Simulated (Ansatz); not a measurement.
Computed with Ansatz on PBE0-D4/def2-TZVP structures; ΔE is electronic, products minus reactants. CBS: MP2 limit from def2 TZ/QZ plus the TZ coupled-cluster correction, frozen cores. DFT in def2-TZVPP. Each species was taken in one conformer, which may not be the lowest.

Reaction (formal exchange of groups at a B–O bond): `COBF` + `CC(=O)C=C(C)C` → `CC(C)=CBF` + `COC(C)=O`

| level | ΔE (kJ/mol) | difference from CCSD(T)/CBS |
| --- | --- | --- |
| r2SCAN-D4 | 70.9 | -5.7 |
| PBE0-D4 | 71.1 | -5.5 |
| ωB97X-V | 69.4 | -7.2 |
| ωB97M-V | 72.3 | -4.3 |
| HF/def2-TZVPP | 70.6 | -6.0 |
| SCS-MP2/def2-TZVPP | 77.0 | 0.4 |
| CCSD(T)/def2-TZVPP | 76.1 | -0.5 |
| HF/def2-QZVPP | 71.1 | -5.5 |
| MP2/def2-QZVPP | 78.2 | 1.6 |
| CCSD/CBS(def2) | 76.3 | -0.3 |
| CCSD(T)/CBS | 76.6 | 0 |

Largest T1 diagnostic among the species: 0.014.

In def2-TZVPP, CCSD(T) changes the Hartree–Fock value by +5.5 kJ/mol (the triples alone add +0.3 kJ/mol) and MP2 by +7.1 kJ/mol.
